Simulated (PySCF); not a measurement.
**EPR parameters of C4H7ClFSi**

Species: C4H7ClFSi (doublet state).
Cartesian coordinates in Å at the GFN2-xTB level; atoms count from 1:
```xyz
14
C4H7ClFSi angstrom
F     -1.4080   -2.0702    0.8471
C     -0.6932   -0.9898    0.4716
C     -1.3367    0.3368    0.5022
Si     0.0279    1.4906   -0.1845
C      1.3637    0.1277   -0.0888
C      0.5694   -1.1577   -0.1583
Cl     0.2254   -1.4280   -2.0754
H     -2.2529    0.3287   -0.0959
H     -1.6560    0.5834    1.5186
H      0.3092    2.6083    0.7175
H     -0.2580    1.9321   -1.5462
H      1.8915    0.1528    0.8665
H      2.1175    0.1626   -0.8705
H      1.0995   -2.0776    0.0737
```

The hyperfine couplings belong to this conformer and change with its torsions.

Identity: `F[C]1C[SiH2]C[C@@H]1Cl` [radical].

Computed, not measured: UKS B3LYP, pcH-1 on C Cl F H Si, non-relativistic, mean-field spin-orbit, GIAO (PySCF). The structure is a single GFN2-xTB conformer in the gas phase; no vibrational or solvent corrections. A GFN2-xTB geometry isn't a minimum of the functional, and hyperfine couplings can be far from their values at a DFT geometry. No stability test was run, so a lower SCF solution isn't excluded.

| Quantity | Value |
| --- | --- |
| g1, g2, g3 | 2.00236, 2.00608, 2.01005 |
| g_iso | 2.00616 |
| Form of g | rhombic: the two nearest values differ by 48 % of g3 − g1 |
| ⟨S²⟩ | 0.7562 (exact 0.7500) |
| α and β electrons | 36, 35 |
| HOMO–LUMO gap, α and β orbitals | 5.83, 5.19 eV |
| Total energy | -1006.15846 Eh |

Isotropic coupling and dipolar principal values T1 to T3, in MHz:

```json
{"atom": "F1", "isotope": "19F", "a_iso": "129.4", "of which spin–orbit": "0.6", "T1": "-214.3", "T2": "-182.7", "T3": "397.0", "Mulliken spin population": "0.06"}
{"atom": "C2", "isotope": "13C", "a_iso": "92.0", "of which spin–orbit": "0.1", "T1": "-72.9", "T2": "-70.7", "T3": "143.5", "Mulliken spin population": "0.73"}
{"atom": "C3", "isotope": "13C", "a_iso": "-26.1", "of which spin–orbit": "0.0", "T1": "-2.1", "T2": "0.1", "T3": "1.9", "Mulliken spin population": "-0.07"}
{"atom": "Si4", "isotope": "29Si", "a_iso": "1.1", "of which spin–orbit": "0.0", "T1": "-1.0", "T2": "0.3", "T3": "0.7", "Mulliken spin population": "0.00"}
{"atom": "C5", "isotope": "13C", "a_iso": "4.8", "of which spin–orbit": "0.0", "T1": "-1.3", "T2": "-0.7", "T3": "2.1", "Mulliken spin population": "0.00"}
{"atom": "C6", "isotope": "13C", "a_iso": "23.4", "of which spin–orbit": "-0.1", "T1": "-2.4", "T2": "-0.8", "T3": "3.2", "Mulliken spin population": "-0.04"}
{"atom": "Cl7", "isotope": "35Cl", "a_iso": "55.0", "of which spin–orbit": "1.6", "T1": "-41.7", "T2": "-40.3", "T3": "82.0", "Mulliken spin population": "0.21"}
{"atom": "H8", "isotope": "1H", "a_iso": "96.8", "of which spin–orbit": "0.0", "T1": "-4.1", "T2": "-3.1", "T3": "7.1", "Mulliken spin population": "0.05"}
{"atom": "H9", "isotope": "1H", "a_iso": "93.3", "of which spin–orbit": "0.0", "T1": "-4.5", "T2": "-4.0", "T3": "8.5", "Mulliken spin population": "0.04"}
{"atom": "H10", "isotope": "1H", "a_iso": "-1.2", "of which spin–orbit": "0.0", "T1": "-1.2", "T2": "-1.1", "T3": "2.3", "Mulliken spin population": "0.00"}
{"atom": "H11", "isotope": "1H", "a_iso": "-0.5", "of which spin–orbit": "0.0", "T1": "-1.5", "T2": "-1.0", "T3": "2.5", "Mulliken spin population": "0.00"}
{"atom": "H12", "isotope": "1H", "a_iso": "3.5", "of which spin–orbit": "0.0", "T1": "-3.4", "T2": "-2.0", "T3": "5.4", "Mulliken spin population": "0.00"}
{"atom": "H13", "isotope": "1H", "a_iso": "8.5", "of which spin–orbit": "0.0", "T1": "-2.1", "T2": "-1.0", "T3": "3.1", "Mulliken spin population": "0.00"}
{"atom": "H14", "isotope": "1H", "a_iso": "17.7", "of which spin–orbit": "0.0", "T1": "-6.4", "T2": "-1.8", "T3": "8.2", "Mulliken spin population": "0.01"}
```

Largest spin populations (Mulliken): C2 (+0.73), Cl7 (+0.21) and C3 (-0.07). The positive populations add up to 1.11 and the negative ones to -0.11, together 2S = 1. The angles at C2 add up to 359.1°, so it is planar.

Axes: g1 points within 7° of the C6–Cl7 bond and g2 points within 5° of the F1–C2 bond.

Under fast tumbling the dipolar parts average out, and these isotropic splittings remain (the largest six): 1 × 19F (F1, I = 1/2, 2 lines) with 4.61 mT, 1 × 1H (H8, I = 1/2, 2 lines) with 3.45 mT, 1 × 1H (H9, I = 1/2, 2 lines) with 3.32 mT, 1 × 35Cl (Cl7, I = 3/2, 4 lines) with 1.96 mT, 1 × 1H (H14, I = 1/2, 2 lines) with 0.63 mT and 1 × 1H (H13, I = 1/2, 2 lines) with 0.30 mT.

Main isotope only: 35Cl (natural samples also hold 24 % 37Cl, magnetic too, which adds its own pattern).

The 13C coupling of C2 (92.0 MHz) shows only in satellite lines or after enrichment, since that isotope makes up about 1.07 % of natural carbon.

Hardware: Arm Neoverse V1, one thread, no GPU, shared host with 32 logical CPUs at a one-minute load of 27. Cost: 96 s (with the writing of density and orbital grids), 1.1 GiB resident at most.
